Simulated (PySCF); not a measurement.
C3H7InO2, SMILES C=C[CH2][In]([OH])[OH].

Geometry: B3LYP-D3(BJ)/def2-SVP. The def2 effective core potentials stand for the cores of In; spin–orbit coupling is left out. Other conformers were not sampled.

Calculation: r2SCAN/def2-TZVP run with PySCF.

Gas-phase values at a fixed geometry.

Task: Estimate the frontier levels, gap, dipole moment and polarisability. (Estimate from the structure and the level; the computed values follow.)

Result: 
```json
{
  "highest_occupied_level": "-6.19 eV",
  "lowest_empty_level": "-2.07 eV",
  "orbital_gap": "4.12 eV",
  "dipole_moment": "2.46 D",
  "quadrupole, principal values (traceless, Buckingham form, about the centre of nuclear charge)": "-5.36, -2.31, 7.67 D·Å",
  "mean_static_polarisability": "84.6 bohr³ (12.54 Å³)",
  "polarisability_principal_values": "61.2, 74.8, 117.8 bohr³"
}
```
